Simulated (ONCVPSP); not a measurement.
**Before and after: ONCV potential for tantalum**

ONCVPSP 4.0.1 input, shortened (lines: element, Z, core and valence counts, functional; n l f; lmax; l rc ep ncon nbas qcut; lloc lpopt rc5 dvloc0; l nproj debl; icmod fcfact rcfact), Wu-Cohen, fully relativistic:

```
  Ta 73.00   11    3  -118130      upf
    1    0    2.00
    2    0    2.00
    2    1    6.00
    3    0    2.00
    3    1    6.00
    3    2   10.00
    4    0    2.00
    4    1    6.00
    4    2   10.00
    4    3   14.00
    5    0    2.00
    5    1    6.00
    5    2    4.00
    6    0    1.00
    2
    0    2.95    0.00    3    7    2.50
    1    1.45    0.00    4    8    4.60
    2    3.00    0.00    3    8    5.10
    4    4    1.35    1.00
    0    1    1.90
    1    1    3.50
    2    2    0.70
    0    0.00    0.00
```

Open shells are filled in proportion to 2j + 1.

Change: functional LDA (Perdew-Zunger).

Cutoffs: the cutoffs (Ha) at which the residual kinetic energy of the hardest occupied pseudo-wave falls to 1 and 0.1 mHa per electron; they do not see the model core or the augmentation charge, which bear on the density cutoff. Errors are all-electron minus pseudo energies relative to the spin-unpolarised reference configuration.

Problem. What does the change do?

Solution. The potential gets neither clearly harder nor softer (80 Ha and 99 Ha → 80 Ha and 99 Ha); both files keep a bound ghost (s); of the 4 tests that both files solve, the error grows in 2 and shrinks in 0 by more than 15 % and 0.3 meV (median size 13.3 → 14.4 meV).

```csv
quantity,base,changed
"cutoff, loose",80 Ha,80 Ha
"cutoff, tight",99 Ha,99 Ha
loose cutoff by channel,"s 2.5 Ha, p 80 Ha, d 8.8 Ha","s 2.6 Ha, p 80 Ha, d 8.7 Ha"
bound ghosts,s,s
GHOST(+) flags under 300 eV,none,none
"error for 5p6 5d3 6s2, meV [ΔE -2.10 → -2.09 eV]",+13,+14
"error for 5p6 5d3 6s1, meV [ΔE 6.42 → 6.62 eV]",+13,+15
"error for 5p6 5d3 6s0, meV [ΔE 21.39 → 21.93 eV]",-0.8,+7.0
"error for 5p6 5d2 6s2, meV [ΔE 5.63 → 5.83 eV]",+92,+94
s: phases at 2.99 bohr within 0.05 rad from the reference energy up to (Ha; the scan ends near 5),n/a,n/a
p3/2: phases at 1.47 bohr within 0.05 rad from the reference energy up to (Ha; the scan ends near 5),2.3,2.3
p1/2: phases at 1.47 bohr within 0.05 rad from the reference energy up to (Ha; the scan ends near 5),2.5,2.5
d5/2: phases at 3.05 bohr within 0.05 rad from the reference energy up to (Ha; the scan ends near 5),3.1,3.1
d3/2: phases at 3.05 bohr within 0.05 rad from the reference energy up to (Ha; the scan ends near 5),3.0,3.0
```

 A true bound ghost makes a file unfit for plane-wave use even where its test errors are small: the radial tests pick states by their node count and pass the ghost by.
